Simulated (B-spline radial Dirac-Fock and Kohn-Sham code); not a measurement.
## Dipole and non-dipole photoemission parameters of Ir 4p3/2

System: neutral iridium in the configuration [Xe] 4f14 5d7 6s2; threshold 495.8 eV (tabulated edge). Level of theory: Dirac-Hartree-Slater photoionisation with a Latter tail; cross sections with all multipoles, angular parameters from the dipole term and its interference with E2; a radial finite-basis atomic code.

The run's input, task.json:

```json
{"items": [{
  "Z": 77,
  "q": 0,
  "cfg": [[1, 0, 2], [2, 0, 2], [2, 1, 6], [3, 0, 2], [3, 1, 6], [3, 2, 10], [4, 0, 2], [4, 1, 6], [4, 2, 10], [4, 3, 14], [5, 0, 2], [5, 1, 6], [5, 2, 7], [6, 0, 2]],
  "A": 193,
  "rrms": 5.4032,
  "do": "xps",
  "hv": [60, 80, 92.0, 120.0, 141.0, 277.0, 300, 460.0, 600, 649.0, 658.0, 800, 884.0, 896.0, 904.0, 1000, 1220.0, 1290.0, 1450.0, 2050.0, 3300.0, 3670.0, 5160.0, 5414.7, 5580.0, 6770.0, 7820.0, 9251.7, 10800.0, 12000.0],
  "edges": {"K": 76111.0, "L1": 13419.0, "L2": 12824.0, "L3": 11215.0, "M1": 3174.0, "M2": 2909.0, "M3": 2551.0, "M4": 2116.0, "M5": 2040.0, "N1": 691.1, "N2": 577.8, "N3": 495.8, "N4": 311.9, "N5": 296.3, "N6": 63.8, "N7": 60.8, "O1": 95.2, "O2": 63.0}
}]}
```

Run with: `python xray2_run.py task.json out`

For linearly polarised light dσ/dΩ = σ/(4π) [1 + β P₂(cos θ) + (δ + γ cos²θ) sin θ cos φ], with θ from the polarisation vector and φ the angle between the beam and the projection of the electron momentum on the plane normal to the polarisation.

```tsv
hν (eV)	σ (kb)	β	γ	δ
600	209	-0.042	-0.191	0.106
649	197	0.245	-0.086	0.105
658	195	0.289	-0.066	0.103
800	164	0.766	0.187	0.075
884	148	0.937	0.272	0.059
896	146	0.957	0.280	0.057
904	145	0.970	0.286	0.056
1000	130	1.102	0.329	0.042
1220	101	1.300	0.336	0.022
1290	94.0	1.344	0.324	0.018
1450	79.8	1.425	0.283	0.011
2050	46.9	1.592	0.112	0.001
3300	20.3	1.709	-0.045	0.003
3670	16.6	1.723	-0.046	0.005
5160	8.34	1.746	0.055	0.010
5414.7	7.54	1.746	0.083	0.011
5580	?	?	?	?
6770	4.64	1.741	0.257	0.015
7820	3.36	1.731	0.404	0.018
9251.7	2.27	1.714	0.607	0.022
10800	1.57	1.692	0.821	0.026
12000	1.21	1.674	0.981	0.030
```

Problem. Give the values at 5580 eV.

Solution. σ = 7.07 kb, β = 1.746, γ = 0.103, δ = 0.011.

Values without a named source are computed, but for edge energies of neutral atoms, which are taken from tables.
